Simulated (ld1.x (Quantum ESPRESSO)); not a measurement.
The numbers below are computed, except where a source is named.
## Potentials for aluminium compared

Generated with ld1.x 7.5 (TM, RRKJ, ultrasoft, PAW), atompaw 4.2 or ONCVPSP 4.0.1. The cutoff is in Ry: for ld1.x and atompaw files where the sum of valence levels is converged to 10 mRy in a Bessel basis, for ONCV files where the hardest occupied wave has 1 mHa per electron of residual kinetic energy. The error is the largest all-electron minus pseudo excitation energy over each file’s own four to seven test configurations (ionisations up to +4, promotions, holes and added fractions of an electron), all of which were solved. The labels leave out finer settings (local radius, basis sizes, second energies), which also bear on the numbers. Spin-polarised tests are not counted. The rows are a selection from randomly drawn settings: files with unsolved tests, undetermined cutoffs or missed reference levels are left out.

A true bound ghost makes a file unfit for plane-wave use even where its test errors are small: the radial tests pick states by their node count and pass the ghost by.

| potential | cutoff (Ry) | largest error (meV) | bound ghosts |
| --- | --- | --- | --- |
| TM, PBE, scalar-relativistic, rc 2.05/1.95/1.60 (spd), local s, core correction yes, reference 3s2 3p1 | 10 | +9.4 | none |
| TM, PBE, scalar-relativistic, rc 1.40/1.65/1.55 (spd), local smoothed, core correction yes, reference 3s1.75 3p1.25 | 35 | +114 | s |
| TM, PBE, scalar-relativistic, rc 1.95/2.00 (sp), local s, core correction yes, reference 3s2 3p1 | 10 | +18 | none |
| ultrasoft, PBE, non-relativistic, rc 3.26/1.90 (sp), local smoothed, core correction no, reference 3s1.5 3p0 | 6 | +11 | none |

(1) Fill in the row for Al: TM, LDA (PZ), scalar-relativistic, rc 2.15/2.30 (sp), local smoothed, core correction yes, reference 3s2 3p1.

(2) Fill in the row for Al: TM semilocal, LDA (PZ), scalar-relativistic, rc 2.15/2.45/2.70 (spd), local p, core correction yes, reference 3s2 3p0.

Results:

(1) cutoff 10 Ry, largest error +25 meV, bound ghosts: none.

(2) cutoff 10 Ry, largest error -13 meV, bound ghosts: none.
